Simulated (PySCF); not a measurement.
# Se³⁺: fine-structure interval

Se³⁺ [Ar] 3d10 4s2 4p1 [4p1/2^1, M_J = 1/2] → Se³⁺ [Ar] 3d10 4s2 4p1 [4p3/2^1, M_J = 3/2], as a difference of total energies. Computed with PySCF 2.14 in x2c-SVPall-2c (5s6p3d, 38 functions), with the two-component X2C-1e Hamiltonian. Correlated levels: [Ne] frozen. "Screened" scales the spin-orbit matrix elements by Boettger's factors to mimic the two-electron term; Breit and QED terms are absent.

```csv
method,fine-structure interval (cm⁻¹)
GHF (screened spin-orbit),5459.9
GMP2 (screened spin-orbit),4571.8
GHF (bare spin-orbit),5734.2
```

GHF and GMP2 differ strongly here because the two determinants are spin-polarised to different degrees; the interval is a small difference of such terms.
